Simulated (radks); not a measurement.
The numbers below are computed, except where a source is named.
The potassium ion K6.4+, configuration [He] 2s2 2p(1/2: 2, 3/2: 3.6) 3s2 3p1 (fractional occupations, a model configuration). Level of theory: Dirac Kohn-Sham, LDA (Slater exchange, Perdew-Wang correlation), spin-unpolarised, spherical densities, point nucleus; open shells fill j = l - 1/2 first (a radial shooting solver on a logarithmic mesh with Libxc functionals).

Unscreened Slater integrals over Kohn-Sham orbitals (eV). Large and small components are both included. Empty in this configuration: 3p3/2.

| integral | value |
|---|---|
| F0(3p1/2,3p1/2) | 21.979 |
| F0(3p1/2,3s1/2) | 22.236 |
| G1(3p1/2,3s1/2) | 14.852 |
| F0(3p1/2,2p3/2) | 29.462 |
| G2(3p1/2,2p3/2) | 2.7090 |
| F0(3p1/2,2p1/2) | 29.492 |
| G0(3p1/2,2p1/2) | 2.6243 |
| F0(3p1/2,3p3/2) | 21.936 |
| G2(3p1/2,3p3/2) | 11.180 |
| F0(3s1/2,3s1/2) | 22.525 |
| F0(3s1/2,2p3/2) | 29.678 |
| G1(3s1/2,2p3/2) | 2.6969 |
| F0(3s1/2,2p1/2) | 29.704 |
| G1(3s1/2,2p1/2) | 2.6986 |
| F0(3s1/2,3p3/2) | 22.192 |
| G1(3s1/2,3p3/2) | 14.830 |
| F0(2p3/2,2p3/2) | 72.215 |
| F2(2p3/2,2p3/2) | 33.785 |
| F0(2p3/2,2p1/2) | 72.468 |
| G2(2p3/2,2p1/2) | 33.792 |
| F0(2p3/2,3p3/2) | 29.362 |
| F2(2p3/2,3p3/2) | 6.3309 |
| G0(2p3/2,3p3/2) | 2.6079 |
| G2(2p3/2,3p3/2) | 2.7129 |
| F0(2p1/2,2p1/2) | 72.725 |
| F0(2p1/2,3p3/2) | 29.392 |
| G2(2p1/2,3p3/2) | 2.7082 |
| F0(3p3/2,3p3/2) | 21.894 |
| F2(3p3/2,3p3/2) | 11.163 |
